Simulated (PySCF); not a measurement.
CH7FGaN.
Geometry (PBE0-D3(BJ)/def2-SVP, Å), atoms numbered from 1 in this order:
```xyz
11
CH7FGaN angstrom
N      1.398   -0.375    0.403
Ga     0.000    1.060   -0.303
C     -1.508   -0.281   -0.163
F     -0.971   -1.566   -0.401
H      2.286   -0.377   -0.095
H      1.590   -0.326    1.403
H      0.903   -1.251    0.206
H      0.565    1.304   -1.759
H      0.071    2.217    0.771
H     -2.306   -0.119   -0.907
H     -1.990   -0.313    0.830
```

The calculation used PySCF, PBE0-D3(BJ)/def2-SVP geometry optimisation, gas phase.

Q: Which atoms are bound to Ga2, and at what distances?

A: 4 atoms: H9 1.580 Å, H8 1.581 Å, C3 2.023 Å, N1 2.124 Å. The nearest atom not counted as bound is H7, at 2.53 Å.

Q: List the angles at Ga2.

A: 
```json
{"angle": "H8–Ga2–H9", "degrees": "119.8", "distance of the outer atoms (Å)": "2.74"}
{"angle": "C3–Ga2–H9", "degrees": "118.1", "distance of the outer atoms (Å)": "3.10"}
{"angle": "C3–Ga2–H8", "degrees": "115.6", "distance of the outer atoms (Å)": "3.06"}
{"angle": "N1–Ga2–H9", "degrees": "103.9", "distance of the outer atoms (Å)": "2.94"}
{"angle": "N1–Ga2–H8", "degrees": "100.1", "distance of the outer atoms (Å)": "2.86"}
{"angle": "N1–Ga2–C3", "degrees": "91.2", "distance of the outer atoms (Å)": "2.96"}
```

Q: Describe the arrangement about Ga2 in numbers.

A: Angles from 91.2° to 119.8°; τ4 = (360° − α − β)/141° = 0.87 with α and β the two widest (0 for a square, 1 for a tetrahedron).

Q: What are the other bond lengths?

A: C3–F4 1.413 Å; N1–H5, N1–H6, N1–H7 1.021 Å; C3–H10, C3–H11 1.103 Å.

Q: Give some angles away from the centre.

A: Ga2–C3–F4 107.9°.

Q: What are the rotational constants (commonest isotopes, rigid rotor)?

A: A = 5902, B = 3329, C = 2310 MHz: an asymmetric top.

Point group: C1 (no symmetry element, even within 0.4 Å). Charge 0, singlet. Whether it is a minimum is left open (no frequencies).

On one thread, AMD EPYC 9B14 (x86_64), shared host with 30 logical CPUs at a one-minute load of 9.6, this took 43 s and 0.46 GiB of memory at its peak. That covers the optimisation of the geometry.

One conformer stands for the species.
